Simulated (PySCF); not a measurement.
# Electric field gradients and quadrupole coupling constants

Compound: 3-acetylpyrrole, C₆H₇NO.
Z-matrix (Å and degrees, GFN2-xTB geometry), rows numbered from 1:
```
C 
C   1  1.5119
O   2  1.2139  1  122.12
C   2  1.4604  1  115.57  3   179.99
C   4  1.4219  2  128.94  1     0.04
C   5  1.3628  4  107.19  2  -179.98
N   6  1.3639  5  108.40  4     0.00
C   7  1.3467  6  109.59  5    -0.00
H   1  1.0878  2  109.75  3   120.33
H   1  1.0878  2  109.76  3  -120.55
H   1  1.0868  2  109.76  3    -0.07
H   5  1.0711  4  126.75  2     0.04
H   6  1.0721  5  130.27  4  -180.00
H   7  1.0071  6  125.10  5  -179.96
H   8  1.0712  4  128.79  2    -0.03
```

Field gradients from the PBE0/pcSseg-1 density (PySCF, non-relativistic), principal values in atomic units, ordered |Vxx| ≤ |Vyy| ≤ |Vzz|:

```json
{"atom": "O3", "Vxx": "0.6266", "Vyy": "1.3129", "Vzz": "-1.9395"}
{"atom": "N7", "Vxx": "0.2396", "Vyy": "0.3196", "Vzz": "-0.5592"}
```

**Question.** Find the asymmetry η = (Vxx − Vyy)/Vzz and the couplings χ = eQV/h (234.96 MHz × Q in barn × V in au), with Q(17O) = −0.0256 b, Q(14N) = 0.02044 b.

**Answer.** 
```tsv
atom	environment	nucleus	η	χzz (MHz)	χxx (MHz)	χyy (MHz)
O3	ketone oxygen	17O	0.35	11.67	-3.77	-7.90
N7	pyrrole-type nitrogen	14N	0.14	-2.685	1.151	1.535
```

The tensor is traceless: Vxx + Vyy + Vzz = 0.

**Question.** What is Vzz at O3 in SI units (1 au = 9.71736 × 10²¹ V/m²)?

**Answer.** -1.9395 au = -18.847 × 10²¹ V/m².

**Question.** And the gradient at the other heavy atoms, for which no coupling is worked out here?

**Answer.** 
```
atom                          environment  Vzz (au)     η
  C1     methyl carbon next to a carbonyl    -0.056  0.55
  C2               ketone carbonyl carbon     0.520  0.02
  C4          substituted aromatic carbon     0.132  0.10
  C5                   aromatic CH carbon     0.194  0.20
  C6  aromatic CH next to a ring nitrogen    -0.237  0.57
  C8  aromatic CH next to a ring nitrogen    -0.271  0.10
```

**Question.** What couplings would deuterons (Q(2H) = 0.00286 b) have in place of the hydrogens, at this geometry?

**Answer.** 
| atom | bonded to | bond length (Å) | Vzz (au) | η | χzz (kHz) |
| --- | --- | --- | --- | --- | --- |
| H9 | C1 | 1.088 | 0.3142 | 0.02 | 211 |
| H10 | C1 | 1.088 | 0.3141 | 0.02 | 211 |
| H11 | C1 | 1.087 | 0.3138 | 0.00 | 211 |
| H12 | C5 | 1.071 | 0.3495 | 0.07 | 235 |
| H13 | C6 | 1.072 | 0.3445 | 0.11 | 232 |
| H14 | N7 | 1.007 | 0.4061 | 0.14 | 273 |
| H15 | C8 | 1.071 | 0.3427 | 0.08 | 230 |

The structure is a single GFN2-xTB conformer in the gas phase; no vibrational or solvent corrections. GFN2-xTB bond lengths can be off by several hundredths of an ångström, more for odd bonds, and the gradients follow them. The basis is small and wasn't made for field gradients, so the couplings can be 20 % off.

The run behind these numbers computed NMR shieldings as well. On an Arm Neoverse N1 with one thread, shared host, this took 37 s wall and 0.76 GiB of memory at its peak.
